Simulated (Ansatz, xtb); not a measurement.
FH4MgPSi: which of two structures lies lower

We compare X, a singlet given by its coordinates, with Y, `[F][Mg][SiH2]P`, a singlet. Both are isolated molecules in the gas phase, relaxed with r2SCAN-D4/def2-SVP; the shapes shown needn't be the lowest conformers.

X (Å):

```csv
atom,x (Å),y (Å),z (Å)
F,-0.8422,0.0433,3.2560
Mg,0.8577,1.1074,3.6778
P,1.9756,-0.8264,2.3631
Si,-0.1602,-1.3104,2.3780
H,-0.9385,-1.3054,1.1096
H,-0.5624,-2.4508,3.2436
H,1.8141,-0.0695,1.1526
H,0.8778,2.5683,4.5442
```

Close contacts (Å): F1–Mg2 2.05, F1–Si4 1.75, Mg2–P3 2.59, P3–Si4 2.19, Mg2–H8 1.70, P3–H7 1.44, Si4–H5 1.49, Si4–H6 1.49.

Y (Å):

```xyz
8

F     1.9400   -0.6238    3.3721
Mg    1.0527    0.3023    2.1596
P    -0.2728    0.4744   -1.5811
Si   -0.2185    1.6436    0.3820
H    -1.6608    1.7995    0.7698
H     0.3059    3.0378    0.1847
H     1.1119    0.6844   -1.8712
H    -0.6954    1.5682   -2.4001
```

Q: Estimate E(Y) − E(X) at the level CCSD(T)/def2-TZVP.

A: Calculated at CCSD(T)/def2-TZVP: E(Y) − E(X) = +30.4 kJ/mol, so structure X lies lower.

How the difference moves with the method:

```tsv
level	geometry	E(Y) − E(X) (kJ/mol)	departure from the last row (kJ/mol)	job, with rough time for the two
r2SCAN-D4/def2-SVP	r2SCAN-D4/def2-SVP	+31.7	+1.3	optimisation, 48 s
HF/def2-TZVP	r2SCAN-D4/def2-SVP	+32.9	+2.5	part of the CCSD(T) run
MP2/def2-TZVP	r2SCAN-D4/def2-SVP	+36.4	+6.0	part of the CCSD(T) run
CCSD(T)/def2-TZVP	r2SCAN-D4/def2-SVP	+30.4		single point, 88 s
```

None of the levels shown reverses the order. The largest departure from CCSD(T)/def2-TZVP is that of MP2/def2-TZVP, 6.0 kJ/mol. Levels run at GFN2-xTB geometries aren't shown.

With harmonic frequencies from r2SCAN-D4/def2-SVP (ideal gas, rigid rotor, one conformer each, 298.15 K, 1 atm): the zero-point term adds +3.4 kJ/mol; ΔH is +35.7 and ΔG +27.5 kJ/mol.

The correlated steps freeze 12 core orbitals; the last core shell of Mg is correlated, in a basis made for valence electrons. Codes used: Ansatz 0.2.0; the last row on 2 threads of Arm Neoverse V1 on a shared host.
